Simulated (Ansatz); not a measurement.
Two structures of BSiH₅F₂, closed shell, reached by relaxing down either side of one saddle point (PBE0-D4/def2-TZVP). Energies are electronic, without zero-point energy. Program: Ansatz 0.2.0. Basis: def2-TZVPP and def2-QZVPP. Cores are frozen in the correlated methods. Extrapolation: Hartree–Fock as exp(−7.88 √X), correlation as X^−2.97. First:

B1  (-1.079, -0.412, -0.180)
Si2  (0.132, 1.216, -0.331)
F3  (-1.222, -1.266, -1.176)
F4  (-1.783, -0.661, 0.908)
H5  (1.461, -1.964, 0.607)
H6  (1.233, -1.790, 1.297)
H7  (-0.647, 2.336, -0.926)
H8  (0.616, 1.626, 1.012)
H9  (1.288, 0.914, -1.212)
(Å)

Second:

| atom | x (Å) | y (Å) | z (Å) |
| --- | --- | --- | --- |
| B1 | -0.9807 | -1.8038 | 0.3158 |
| Si2 | 0.8079 | 1.4342 | -0.2435 |
| F3 | -1.1866 | -1.7399 | -0.9807 |
| F4 | -1.7289 | -1.0567 | 1.0967 |
| H5 | 1.0345 | 0.0458 | 0.2416 |
| H6 | -0.1571 | -2.5339 | 0.7710 |
| H7 | -0.6015 | 1.5721 | -0.6839 |
| H8 | 1.0890 | 2.3815 | 0.8634 |
| H9 | 1.7234 | 1.7007 | -1.3804 |

Q: Which bonds change from the first to the second?

A: BSiH₃F₂ ([F][B]([F])[SiH3]) + H₂ → BHF₂ ([F][BH][F]) + SiH₄; bonds formed: B1–H6, Si2–H5; bonds broken: B1–Si2, H5–H6.

Q: Give the saddle point's structure and its height above each. (To be estimated.)

A: Computed: 1.769 eV above the first and 2.255 eV above the second (CCSD(T) at an estimated basis limit (MP2 extrapolated from triple and quadruple zeta, plus CCSD(T) − MP2 in triple zeta)).
B1  (-0.551, -0.903, 0.141)
Si2  (0.395, 1.056, -0.230)
F3  (-0.918, -1.400, -1.065)
F4  (-1.489, -0.712, 1.101)
H5  (0.681, -0.785, 0.428)
H6  (0.371, -1.755, 0.655)
H7  (-0.823, 1.699, -0.782)
H8  (0.851, 1.761, 0.995)
H9  (1.483, 1.041, -1.242)
(Å)

No T1 diagnostic of these runs exceeds 0.014.

Labels in which every atom is bracketed show which atoms are joined, not bond orders.

For scale, one of the runs: CCSD(T)/def2-TZVPP, 205 basis functions, launched by `ansatz run in.yaml --threads 4 --pin off --events-out ev --progress --plain --max-ram 9574MiB`. Time: 57 s of wall clock on 4 CPU threads of an Arm Neoverse V1; the host was shared. Peak host memory: 2.7 GiB.
